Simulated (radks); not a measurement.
Valence configurations of Tl2+ (all share [Xe]). Calculated with a radial shooting solver on a logarithmic mesh with Libxc functionals: scalar-relativistic Kohn-Sham, SCAN, spin-unpolarised, spherical densities, finite nucleus; meta-GGA in the generalised Kohn-Sham scheme; Fermi nuclear charge, rms radius 5.4759 fm. Energies are relative to 4f14 5d10 6s1; eigenvalues in eV.

valence                   E (eV)    e(4f)    e(5d)    e(6p)    e(6s)
4f14 5d10 6s1              0.000  -133.19  -33.598        -  -25.445
4f14 5d9 6s2               8.674  -137.74  -36.618        -  -27.330
4f14 5d9.5 6s1 6p0.5       9.290  -136.33  -35.950  -16.734  -26.868
4f14 5d10 6p1              9.747  -134.95  -35.255  -16.632        -
4f14 5d9 6s1 6p1          19.220  -139.47  -38.267  -17.757  -28.275
4f13.5 5d10 6s1.5         55.773  -141.82  -35.980        -  -26.547
4f13.5 5d9.5 6s1.5 6p0.5  65.932  -145.02  -38.358  -17.398  -27.996
4f13 5d10 6s2             115.37  -150.63  -38.427        -  -27.558
4f13 5d10 6s1 6p1         126.01  -152.39  -40.096  -17.896  -28.516
4f13 5d9.5 6s2 6p0.5      126.43  -153.89  -40.830  -18.045  -28.952

NIST lists [Xe] 4f14 5d10 6s1 as the ground configuration; this level of theory agrees among the configurations tried. The energies are those of spherical spin-averaged densities, not of single terms.
